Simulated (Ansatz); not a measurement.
`C[CH2][AlH2]` + `N[SiH2][GeH3]` → `[AlH2][NH][SiH2][GeH3]` + ethane  (ligand exchange at the Al–C bond)

Computed with Ansatz on PBE0-D4/def2-TZVP structures; ΔE is electronic, products minus reactants. CCSD(T)/CBS is the MP2 limit (def2-TZVPP, def2-QZVPP) plus CCSD(T) − MP2 in def2-TZVPP, frozen cores. This one scheme is used for every species. Functionals use def2-TZVPP. B3LYP here is the variant with VWN-RPA as its local correlation; programs differ in this. For Ge outer-core shells are correlated without core-valence functions, which leaves a few kJ/mol of doubt a bond. Scalar relativity is left out up to krypton. Each species was taken in one conformer, which may not be the lowest.

Task: Is it downhill or uphill in electronic energy at CCSD(T)/CBS, and by how much? (An estimate is asked.)

Result: Computed: Downhill: ΔE = -30.9 kcal/mol.

Task: What do these levels give: PBE-D4, PBE0-D4, r2SCANh-D4, ωB97X-V, ωB97M-V, r2SCAN, B3LYP, BHLYP, RPA@PBE/def2-TZVPP, SCS-MP2/def2-TZVPP, CCSD(T)/def2-TZVPP, HF/CBS(def2)? (Estimate.)

Result: Computed: PBE-D4 -29.1, PBE0-D4 -29.4, r2SCANh-D4 -30.8, ωB97X-V -30.0, ωB97M-V -29.9, r2SCAN -30.8, B3LYP -30.4, BHLYP -31.1, RPA@PBE/def2-TZVPP -31.1, SCS-MP2/def2-TZVPP -31.9, CCSD(T)/def2-TZVPP -31.3, HF/CBS(def2) -31.9 kcal/mol.

Largest T1 diagnostic among the species: 0.012.

Leaving LDA and LC-ωPBE aside and taking each functional with its dispersion term where it has one, the values, not all of them listed here, spread over 2.7 kcal/mol, from BHLYP-D4 to revPBE-D4. From BLYP to BHLYP (50 % exact exchange), in def2-TZVPP and without D4, ΔE moves by −0.9 kcal/mol. At CCSD(T), def2-SVP lies −2.1 kcal/mol from the extrapolated value and def2-TZVPP −0.5 kcal/mol.
